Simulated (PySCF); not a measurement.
# Induced dipoles and field energies

Compound: C₇H₄Cl₃FO₂.
Geometry (PBE0-D3(BJ)/def2-SVP, Å), atoms numbered from 1 in this order:
```
atom  x, y, z in Å
O1    -2.7518    0.1139   -0.3651
C2    -1.6177   -0.2886   -0.3339
C3    -1.1267   -1.6679   -0.6805
C4     0.3627   -1.6033   -0.4370
O5     1.1450   -2.5056   -0.5432
C6     0.6927   -0.1852   -0.0146
C7     2.1283    0.1745    0.2457
Cl8    2.3874    1.8886    0.6276
Cl9    3.0633   -0.1991   -1.2265
Cl10   2.7077   -0.8074    1.6097
C11   -0.4397    0.5517    0.0716
C12   -0.7069    1.9535    0.5269
F13   -0.3745    2.1105    1.8445
H14   -1.6034   -2.4341   -0.0495
H15   -1.3450   -1.9294   -1.7280
H16   -1.7848    2.1420    0.4036
H17   -0.1375    2.6734   -0.0814
```

Level: PBE0/def2-SVPD (PySCF); nuclei fixed, core orbitals frozen in the response. Permanent dipole (-0.798, 0.467, -1.314) D (1 au = 2.5417 D). Static polarisability (au):

```
x   150.78  -9.60   3.44
y    -9.60 130.84   8.49
z     3.44   8.49 103.65
```

Only the terms in μ and α are kept: μ(F) = μ + αF and ΔE = −μ·F − ½ F·αF.

Problem. A field of 0.001 au (0.051 V/Å) is applied along each axis in both senses. Find the induced dipole, the size of the total dipole and the two energy terms.

Solution. 
| field along | induced x (D) | induced y (D) | induced z (D) | total size (D) | −μ·F (kJ/mol) | −½F·αF (kJ/mol) |
| --- | --- | --- | --- | --- | --- | --- |
| +x | 0.383 | -0.024 | 0.009 | 1.439 | +0.824 | -0.198 |
| −x | -0.383 | 0.024 | -0.009 | 1.840 | -0.824 | -0.198 |
| +y | -0.024 | 0.333 | 0.022 | 1.728 | -0.482 | -0.172 |
| −y | 0.024 | -0.333 | -0.022 | 1.549 | +0.482 | -0.172 |
| +z | 0.009 | 0.022 | 0.263 | 1.402 | +1.357 | -0.136 |
| −z | -0.009 | -0.022 | -0.263 | 1.827 | -1.357 | -0.136 |

Problem. For the field (0.0004, -0.0006, -0.0002) au, what is the induced dipole, and what angle does it make with the field?

Solution. αF = (0.166, -0.214, -0.062) D, at 4.8° to the field. The polarisability along this direction, F·αF/F², is 145.48 au, against a mean of 128.42 au.

Problem. At what field along the permanent dipole would the induced dipole along it equal the permanent one, in this linear picture?

Solution. The polarisability along the dipole is 119.10 au, so F = 0.6321 au / 119.10 au = 0.0053 au = 0.27 V/Å; higher-order terms are ignored.

Problem. What field makes μF equal to kT at 400 K?

Solution. kT = 1.2667 × 10⁻³ Eh, so F = 0.002 au = 10.3 MV/cm.

Problem. Induction energy −ᾱe²/2R⁴ of a unit charge at 6 Å, the molecule taken as a point?

Solution. R = 11.34 bohr, so the energy is −128.4/(2 × 11.34⁴) Eh = -10.2 kJ/mol. The charge–dipole term at its most favourable orientation, −μe/R², is -12.9 kJ/mol.

The structure is a single PBE0-D3(BJ)/def2-SVP conformer in the gas phase; no vibrational or solvent corrections.

These values come from a run that also computed excited states. Hardware: 2 threads of an Intel Xeon Platinum 8488C (shared host). Cost: 99 s wall, 3.6 min CPU, 1.9 GiB resident at most.
